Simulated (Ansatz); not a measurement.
Reaction (redistribution): `CS[SiH2][SeH]` + `C[BH][GeH2][Cl]` → `CB[SiH2]SC` + `[Cl][GeH2][SeH]`

Calculated with Ansatz (gas phase, PBE0-D4/def2-TZVP geometries, no zero-point term in ΔE). CCSD(T)/CBS adds triple-zeta CCSD(T) − MP2 to the extrapolated MP2 energy (def2 sets, frozen cores). DFT in def2-TZVPP. B3LYP here is the variant with VWN-RPA as its local correlation; programs differ in this. For Ge, Se outer-core shells are correlated without core-valence functions, which leaves a few kJ/mol of doubt a bond. Scalar relativity is left out up to krypton. One conformer a species, not always the lowest.

```
             level  ΔE (kJ/mol)  difference from CCSD(T)/CBS
            PBE-D4         26.8                         -4.5
         r2SCAN-D4         27.6                         -3.7
           PBE0-D4         26.5                         -4.8
          B3LYP-D4         25.6                         -5.7
           ωB97X-V         25.3                         -6.0
           ωB97M-V         28.7                         -2.6
            B2PLYP         25.7                         -5.6
               PBE         25.4                         -5.9
            r2SCAN         27.3                         -4.0
              PBE0         25.2                         -6.1
             B3LYP         23.2                         -8.1
     HF/def2-TZVPP         18.3                        -13.0
    MP2/def2-TZVPP         30.5                         -0.8
SCS-MP2/def2-TZVPP         27.0                         -4.3
   CCSD/def2-TZVPP         25.7                         -5.6
CCSD(T)/def2-TZVPP         26.6                         -4.7
     HF/def2-QZVPP         17.7                        -13.6
    MP2/def2-QZVPP         33.0                          1.7
SCS-MP2/def2-QZVPP         29.1                         -2.2
      HF/CBS(def2)         17.6                        -13.7
     MP2/CBS(def2)         35.2                          3.9
    CCSD/CBS(def2)         30.4                         -0.9
       CCSD(T)/CBS         31.3                            0
```

Largest T1 diagnostic among the species: 0.011.

In def2-TZVPP, CCSD(T) changes the Hartree–Fock value by +8.3 kJ/mol (the triples alone add +0.9 kJ/mol) and MP2 by +12.2 kJ/mol.
